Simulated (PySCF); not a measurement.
A geometry optimisation, step by step.

Species: C5H3NS.
SMILES with atom numbers: `[CH:1]#[C:2][c:3]1[cH:4][n:5][cH:6][s:7]1` (hydrogens: H8 on C1; H9 on C4; H10 on C6)

Computed by this run: PBE0-D3(BJ)/def2-SVP geometry optimisation, gas phase (PySCF 2.14.0); density fitting, grid level 1; the optimiser is geomeTRIC in internal coordinates, started from a GFN2-xTB structure. The frame can shift and turn from step to step; on so coarse a grid that alone can change the energy by a few meV, and forces under 0.02 eV/Å are noise.

Step 0: E = -17536.9258 eV, largest atomic force 1.113 eV/Å
```
atom  x, y, z in Å  |  force x, y, z in eV/Å
C1      2.764   -0.505    0.506    0.221   0.002   0.021
C2      1.595   -0.318    0.303   -0.607   0.013  -0.068
C3      0.229   -0.126    0.077   -0.241  -0.268   0.093
C4     -0.395    0.964   -0.475   -0.142  -0.188   0.068
N5     -1.736    0.874   -0.571   -0.332   0.770  -0.376
C6     -2.173   -0.242   -0.115    0.419  -0.648   0.336
S7     -0.961   -1.326    0.495   -0.023   0.283  -0.130
H8      3.789   -0.648    0.676    1.085  -0.169   0.186
H9      0.104    1.850   -0.822    0.401   0.456  -0.164
H10    -3.208   -0.518   -0.096   -0.779  -0.251   0.034
```

Step 1: E = -17536.9843 eV, largest atomic force 0.196 eV/Å
```
atom  x, y, z in Å  |  force x, y, z in eV/Å
C1      2.761   -0.622    0.396    0.185  -0.050   0.039
C2      1.577   -0.448    0.199   -0.099   0.038  -0.025
C3      0.199   -0.241   -0.030   -0.016  -0.043   0.017
C4     -0.434    0.855   -0.582    0.068   0.096  -0.037
N5     -1.784    0.777   -0.679   -0.021  -0.032   0.016
C6     -2.216   -0.358   -0.214   -0.098   0.045  -0.034
S7     -1.001   -1.425    0.382    0.035  -0.045   0.025
H8      3.812   -0.778    0.573   -0.095   0.021  -0.021
H9      0.098    1.745   -0.927   -0.039  -0.043   0.015
H10    -3.272   -0.646   -0.189    0.080   0.013   0.004
```

Step 2: E = -17536.9847 eV, largest atomic force 0.058 eV/Å
```
atom  x, y, z in Å  |  force x, y, z in eV/Å
C1      2.761   -0.622    0.395   -0.011  -0.014   0.004
C2      1.576   -0.448    0.198    0.011   0.005   0.000
C3      0.198   -0.243   -0.030    0.022   0.003   0.001
C4     -0.432    0.856   -0.582   -0.003  -0.029   0.015
N5     -1.782    0.777   -0.677   -0.020  -0.019   0.004
C6     -2.215   -0.357   -0.213   -0.030   0.046  -0.019
S7     -1.002   -1.427    0.383    0.029   0.009  -0.003
H8      3.810   -0.777    0.569    0.005   0.005  -0.003
H9      0.099    1.745   -0.927   -0.005  -0.002   0.000
H10    -3.269   -0.645   -0.187    0.001  -0.003   0.003
```

Step 3: E = -17536.9848 eV, largest atomic force 0.064 eV/Å
```
atom  x, y, z in Å  |  force x, y, z in eV/Å
C1      2.762   -0.625    0.394   -0.063  -0.001  -0.007
C2      1.578   -0.448    0.197    0.031   0.013  -0.003
C3      0.200   -0.241   -0.031   -0.032  -0.001  -0.004
C4     -0.434    0.857   -0.582    0.008   0.001   0.000
N5     -1.784    0.778   -0.676    0.009  -0.007   0.006
C6     -2.217   -0.356   -0.212    0.038   0.007   0.000
S7     -0.999   -1.425    0.383   -0.010  -0.016   0.008
H8      3.811   -0.780    0.568    0.031  -0.002   0.003
H9      0.095    1.746   -0.928    0.009   0.016  -0.006
H10    -3.269   -0.645   -0.185   -0.021  -0.009   0.002
```

Step 4: E = -17536.9848 eV, largest atomic force under 0.02 eV/Å
```
atom  x, y, z in Å  |  force x, y, z in eV/Å
C1      2.762   -0.625    0.393   -0.007  -0.008   0.001
C2      1.577   -0.448    0.197    0.006   0.008  -0.003
C3      0.199   -0.241   -0.030   -0.006  -0.001  -0.001
C4     -0.433    0.857   -0.581    0.002  -0.002   0.001
N5     -1.784    0.778   -0.676   -0.002  -0.003   0.003
C6     -2.216   -0.356   -0.211    0.006   0.006  -0.002
S7     -1.000   -1.426    0.383    0.000  -0.004   0.002
H8      3.811   -0.780    0.566    0.003   0.002  -0.002
H9      0.096    1.746   -0.928    0.001   0.002  -0.001
H10    -3.270   -0.645   -0.184   -0.003  -0.002   0.001
```

**Question.** Summarise the path.

**Answer.** The energy falls by 1.36 kcal/mol from step 0 to step 4; nine tenths of that is first reached at step 1. It falls at every step. The largest force goes from 1.113 to under 0.02 eV/Å. Among the bonds C1–H8 changes most, from 1.049 to 1.074 Å; the atoms move by 0.026 Å rms after alignment.

What follows is the cost of the whole optimisation. The run took about 60 s of CPU time (one thread, shared machine).
